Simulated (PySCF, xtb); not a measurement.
Be(Et)(SH) (C2H6BeS), SMILES C[CH2][Be][SH].

xtb with GFN2-xTB at its own geometry gives an orbital gap of 4.44 eV and a dipole moment of 2.10 D.

Geometry optimised at PBE0-D3(BJ)/def2-SVP. The values are those of a single conformer.

Problem. What does r2SCAN/def2-TZVPD in PySCF give? (An estimate is asked for; the answer gives what the named calculation found.)

Solution. gap 5.83 eV (levels -6.67 and -0.84 eV), dipole 1.09 D.
